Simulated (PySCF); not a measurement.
Isomers of C3H13FSi3, one GFN2-xTB conformer each. Single-point energies are computed at PBE0/pcSseg-1 (PySCF, gas phase, no added dispersion term), electronic only.

Question: Rank them by PBE0/pcSseg-1 energy, lowest first (kJ/mol).
A. `[CH3:1][CH2:2][Si@@H:3]([CH2:4][F:5])[SiH2:6][SiH3:7]` with C1–C2–Si3–C4 -74°, C2–Si3–C4–F5 163°, C2–Si3–Si6–Si7 -75°
B. `[CH3:1][SiH2:2][Si@@H:3]([CH2:4][F:5])[CH2:6][SiH3:7]` with C1–Si2–Si3–C4 -61°, Si2–Si3–C4–F5 57°, Si2–Si3–C6–Si7 176°

Answer: B (0.0), A (39.0).

GFN2-xTB itself gives, in the same order: 0.0, 6.0. Both levels put the same isomer lowest.

Which frontier levels, dipoles and rotational constants go with these structures?

| SMILES | HOMO (eV, PBE0/pcSseg-1) | LUMO (eV) | dipole (D) | A, B, C (MHz) |
| --- | --- | --- | --- | --- |
| C[SiH2][Si@@H](CF)C[SiH3] | -7.91 | 0.00 | 0.76 | 1844, 744.7, 643.1 |
| CC[Si@@H](CF)[SiH2][SiH3] | -8.10 | -0.48 | 2.20 | 1351, 1005, 778.6 |
